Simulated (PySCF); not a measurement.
Ge(Et)2(Vi)(OH), SMILES [CH]([Ge]([CH2]C)([OH])[CH2]C)=C, GFN2-xTB optimised geometry. Atoms within 1.6 Å of the plane z = 0.0 Å (x, y, z in Å): Ge3 (0.10, -1.26, 0.00), O4 (1.87, -1.26, 0.00), C5 (-0.29, 0.70, 0.00), C6 (-1.78, 1.04, -0.04), H12 (2.29, -2.11, 0.03), H13 (0.21, 1.14, -0.86), H14 (0.16, 1.13, 0.89), H15 (-2.29, 0.62, 0.83), H16 (-2.24, 0.63, -0.93), H17 (-1.93, 2.11, -0.04).

Method: B3LYP/def2-SVP (PySCF). Cells within 0.4 Å of a nucleus heavier than hydrogen are left out (blank, or x).

Map of the log10 of the electron density (e/bohr³), floored at −4 on the plane z = 0.0 Å:

```
|0000000000000000000000000000000|
|0000000000000000000000000000000|
|0000000000000000000000000000000|
|0000001111110000000000000000000|
|0000012233221000000000000000000|
|0000123344332110000000000000000|
|0000234455543222111000000000000|
|0001234566654333222100000000000|
|0001245677654444432210000000000|
|0001345677765555543210000000000|
|0012345677766666654321000000000|
|00123466xxx77777664321000000000|
|00123567xxx77xxx765321000000000|
|0012346677777xxx765322110000000|
|0012345666667777664333322100000|
|0001234555556677655444443210000|
|0001233444455666665555554320000|
|0000122333445677766667765431000|
|000001122334568x97678x876432000|
|000000112234579xx877xxx86532000|
|000000012334579xx8678xx76532000|
|0000000123345678876678876532000|
|0000000122345566665567776532000|
|0000000122344555554456665431000|
|0000000122334444444444554321000|
|0000000112233333333333333210000|
|0000000011222333322222222100000|
|0000000001112222221100000000000|
|0000000000011111110000000000000|
|0000000000000011000000000000000|
|0000000000000000000000000000000|
```
Scale: ten equal steps from -4.00 (start of '0') to 0.442 (end of '9'), in the order '0123456789'; x runs from -4.50 to 4.50, y from -4.50 (bottom) to 4.50 (top).
